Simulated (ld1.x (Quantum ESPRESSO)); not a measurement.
# Ca, TM: configuration errors across variants

| Item | Value |
| --- | --- |
| Element | calcium (Ca) |
| Generator | ld1.x (Quantum ESPRESSO) 7.5 |
| Type | norm-conserving Troullier–Martins (Kleinman–Bylander form) |
| Functional | PBE |
| Relativity | fully relativistic |
| Frozen core | [Ne] 3s2 |
| Valence charge | 8 |
| Reference configuration | 3p6 3d0 4s2 4p0 |
| Partial waves | 4s (bound): rc 3.40 bohr; 3p (bound): rc 1.30 bohr; 3d (bound, empty): rc 2.20 bohr |
| Local potential | all-electron potential smoothed inside 1.10 bohr (lloc = -2) |
| Core correction | none |

Open shells are filled in proportion to 2j + 1 (rel_dist='average').

All-electron excitation energies from the reference (eV): (1) 3p6 3d0 4s1 4p0 6.309; (2) 3p6 3d0 4s0 4p0 18.130; (3) 3p6 3d0 4s1.5 4p0 2.504; (4) 3p6 3d1 4s0 4p0 7.689; (5) 3p6 3d1 4s1 4p0 2.282; (6) 3p6 3d0 4s0 4p1 9.357.

Tests that are not counted but printed errors over 1 eV. “base”: 3p5 3d0 4s2 4p0 (solver errors, printed error +1.0 eV). “wave 3d (bound): rc 2.20 bohr becomes 3d (bound): rc 1.42 bohr”: 3p5 3d0 4s2 4p0 (solver errors, printed error +1.0 eV). “wave 3d (bound): rc 2.20 bohr becomes 3d (bound): rc 1.70 bohr”: 3p5 3d0 4s2 4p0 (solver errors, printed error +1.0 eV). “wave 3d (bound): rc 2.20 bohr becomes 3d (bound): rc 2.06 bohr”: 3p5 3d0 4s2 4p0 (solver errors, printed error +1.0 eV). “wave 3d (bound): rc 2.20 bohr becomes 3d (bound): rc 2.40 bohr”: 3p5 3d0 4s2 4p0 (solver errors, printed error +1.0 eV).

A true bound ghost makes a file unfit for plane-wave use even where its test errors are small: the radial tests pick states by their node count and pass the ghost by. Where a test does run into it, the solver fails or the error is huge.

Errors AE − PS in meV (a dash: test not solved or not reliable):

| change | (1) | (2) | (3) | (4) | (5) | (6) | bound ghosts |
| --- | --- | --- | --- | --- | --- | --- | --- |
| base | +6.1 | +45 | +1.1 | -41 | -18 | +20 | s |
| wave 3d (bound): rc 2.20 bohr becomes 3d (bound): rc 1.42 bohr | +6.1 | +45 | +1.1 | -69 | -31 | +20 | s |
| wave 3d (bound): rc 2.20 bohr becomes 3d (bound): rc 1.70 bohr | +6.1 | +45 | +1.1 | -64 | -29 | +20 | s |
| wave 3d (bound): rc 2.20 bohr becomes 3d (bound): rc 2.06 bohr | +6.1 | +45 | +1.1 | -48 | -22 | +20 | s |
| wave 3d (bound): rc 2.20 bohr becomes 3d (bound): rc 2.40 bohr | +6.1 | +45 | +1.1 | -21 | -8.4 | +20 | s |
| wave 3d (bound): rc 2.20 bohr becomes 3d (bound): rc 3.02 bohr | +6.1 | +45 | +1.1 | +64 | +36 | +20 | s |
| wave 3d (bound): rc 2.20 bohr becomes 3d (bound): rc 3.18 bohr | +6.1 | +45 | +1.1 | +89 | +50 | +20 | s |

Question: Give the same row for: wave 3d (bound): rc 2.20 bohr becomes 3d (bound): rc 2.60 bohr.

Answer: +6.1, +45, +1.1, +0.9, +2.5, +20; bound ghosts: s. Not counted: 3p5 3d0 4s2 4p0 (solver errors, printed error +1.0 eV).
